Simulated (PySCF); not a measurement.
Molfile (atoms numbered from 1):
```
C5H11NOSi2
     RDKit          3D

 20 20  0  0  0  0  0  0  0  0999 V2000
   -3.4356    0.7640   -1.0735 C   0  0  0  0  0  0  0  0  0  0  0  0
   -2.7322   -0.7606   -0.2432 Si  0  0  0  0  0  4  0  0  0  0  0  0
   -1.0016   -0.5863   -0.1228 N   0  0  0  0  0  0  0  0  0  0  0  0
    0.1870   -1.5589    0.6813 Si  0  0  0  0  0  4  0  0  0  0  0  0
    1.8333   -0.7758    0.2495 C   0  0  0  0  0  0  0  0  0  0  0  0
    3.1450   -1.0919    0.4894 C   0  0  0  0  0  0  0  0  0  0  0  0
    3.9378   -0.0701   -0.1146 C   0  0  0  0  0  0  0  0  0  0  0  0
    3.0524    0.7991   -0.6798 C   0  0  0  0  0  0  0  0  0  0  0  0
    1.7905    0.3873   -0.4656 O   0  0  0  0  0  0  0  0  0  0  0  0
   -4.5291    0.6811   -1.1710 H   0  0  0  0  0  0  0  0  0  0  0  0
   -3.2130    1.6692   -0.4881 H   0  0  0  0  0  0  0  0  0  0  0  0
   -3.0160    0.8902   -2.0838 H   0  0  0  0  0  0  0  0  0  0  0  0
   -3.1070   -1.9823   -1.0279 H   0  0  0  0  0  0  0  0  0  0  0  0
   -3.3222   -0.9347    1.1232 H   0  0  0  0  0  0  0  0  0  0  0  0
   -0.5963    0.2047   -0.6187 H   0  0  0  0  0  0  0  0  0  0  0  0
    0.0020   -1.5866    2.1670 H   0  0  0  0  0  0  0  0  0  0  0  0
    0.1727   -2.9860    0.2289 H   0  0  0  0  0  0  0  0  0  0  0  0
    3.5040   -1.9628    1.0353 H   0  0  0  0  0  0  0  0  0  0  0  0
    5.0227    0.0090   -0.1288 H   0  0  0  0  0  0  0  0  0  0  0  0
    3.1711    1.7204   -1.2452 H   0  0  0  0  0  0  0  0  0  0  0  0
  1  2  1  0
  2  3  1  0
  3  4  1  0
  4  5  1  0
  5  6  2  0
  6  7  1  0
  7  8  2  0
  8  9  1  0
  9  5  1  0
  1 10  1  0
  1 11  1  0
  1 12  1  0
  2 13  1  0
  2 14  1  0
  3 15  1  0
  4 16  1  0
  4 17  1  0
  6 18  1  0
  7 19  1  0
  8 20  1  0
M  END
```

Geometry: PBE0-D3(BJ)/def2-SVP; GIAO shifts from PySCF, gas phase, non-relativistic, averaged over equivalent atoms.

At PBE0/pcSseg-1 (222 basis functions, 99 s wall time on 1 thread of an Arm Neoverse N1, shared host):
| atoms | δ (ppm) |
| --- | --- |
| C5 | 152.6 |
| C8 | 150.9 |
| C6 | 127.1 |
| C7 | 116.9 |
| C1 | -4.0 |
| Si2 | -29.4 |
| Si4 | -46.7 |
| N3 | -1.8 |
| O9 | 315.8 |
| H20 | 7.64 |
| H18 | 6.96 |
| H19 | 6.67 |
| H16/H17 | 5.35 |
| H13/H14 | 4.91 |
| H15 | 0.54 |
| H10/H11/H12 | 0.39 |

References, each an isolated molecule treated in the same way: $^{13}$C (184.41 ppm), $^{29}$Si (351.99 ppm), $^{1}$H (31.27 ppm) vs TMS; NH3 for $^{15}$N (265.67 ppm); H2O for $^{17}$O (334.56 ppm).

Estimate the result of repeating the calculation with wB97X-D/pcSseg-1.

Results:


| atoms | δ at wB97X-D/pcSseg-1 | change |
| --- | --- | --- |
| C5 | 154.2 | +1.6 |
| C8 | 152.4 | +1.5 |
| C6 | 128.5 | +1.4 |
| C7 | 117.8 | +0.9 |
| C1 | -4.0 | +0.0 |
| Si2 | -29.7 | -0.3 |
| Si4 | -46.7 | +0.0 |
| N3 | -3.5 | -1.7 |
| O9 | 310.5 | -5.3 |
| H20 | 7.63 | -0.01 |
| H18 | 6.98 | +0.02 |
| H19 | 6.66 | -0.01 |
| H16/H17 | 5.23 | -0.12 |
| H13/H14 | 4.81 | -0.10 |
| H15 | 0.57 | +0.03 |
| H10/H11/H12 | 0.37 | -0.02 |

δ = σ(ref) − σ, references computed at the same level: $^{13}$C (184.54 ppm) and $^{29}$Si (352.93 ppm) and $^{1}$H (31.38 ppm) against TMS; $^{15}$N (263.98 ppm) vs NH3; H2O for $^{17}$O (333.19 ppm).

The largest change is at O9 (aromatic ring oxygen). Cost: 222 basis functions, 99 s wall time on 1 thread of an Arm Neoverse N1, shared host. The order of the carbon signals is the same at both levels.

Unscaled 17O shifts of doubly bonded oxygen tend to come out too high, by tens of ppm or more. Experimental scales use liquid or dissolved standards, which lie at an offset from isolated NH3 (liquid NH3: subtract about 20 ppm) and H2O (liquid H2O: subtract about 36 ppm).
